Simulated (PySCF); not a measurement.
H6MoO, multiplicity 1. Atoms are numbered in the order given.

```xyz
8

Mo     0.2568    -0.0491     0.0000
O     -1.6082    -0.0731     0.0000
H     -2.2237     0.6668     0.0000
H      0.8910    -0.7109     1.4193
H      1.2364     0.9150     0.9338
H      0.8910    -0.7109    -1.4193
H      0.0481     1.5706     0.0000
H      1.2364     0.9150    -0.9338
```
Charge 0, spin multiplicity 1.

Coordinates come from a B3LYP-D3(BJ)/def2-TZVP optimisation. The spin state was assumed, not searched. The def2 effective core potentials stand for the cores of Mo; spin–orbit coupling is left out.

Computed with TDA-PBE/def2-SVPD (PySCF 2.14.0).

Vertical excitations. Gas-phase values at a fixed geometry. State labels are in the subgroup Cs.

| state | symmetry | energy (eV) | λ (nm) | f | main pairs |
|---|---|---|---|---|---|
| S1 | A' | 3.60 | 345 | 0.019 | HOMO→LUMO 96 % |
| S2 | A" | 3.95 | 314 | 0.001 | HOMO−1→LUMO 92 % |
| S3 | A' | 4.34 | 286 | 0.039 | HOMO→LUMO+1 93 % |
| S4 | A" | 4.43 | 280 | 0.006 | HOMO→LUMO+2 89 % |
| S5 | A" | 4.67 | 266 | 0.001 | HOMO−2→LUMO 91 % |
| S6 | A" | 4.80 | 259 | 0.019 | HOMO−1→LUMO+1 86 % |
| S7 | A' | 4.96 | 250 | 0.007 | HOMO−3→LUMO 92 % |
| S8 | A' | 5.08 | 244 | 0.024 | HOMO−1→LUMO+2 96 % |
| S9 | A" | 5.38 | 230 | 0.000 | HOMO−2→LUMO+1 87 % |
| S10 | A' | 5.70 | 218 | 0.001 | HOMO−3→LUMO+1 76 % |
| T1 | A' | 2.87 | 432 | 0 | HOMO→LUMO 100 % |
| T2 | A" | 3.51 | 353 | 0 | HOMO−1→LUMO 99 % |
| T3 | A' | 3.67 | 338 | 0 | HOMO→LUMO+1 99 % |
| T4 | A" | 3.99 | 311 | 0 | HOMO→LUMO+2 96 % |
Triplets are in the Tamm–Dancoff approximation.
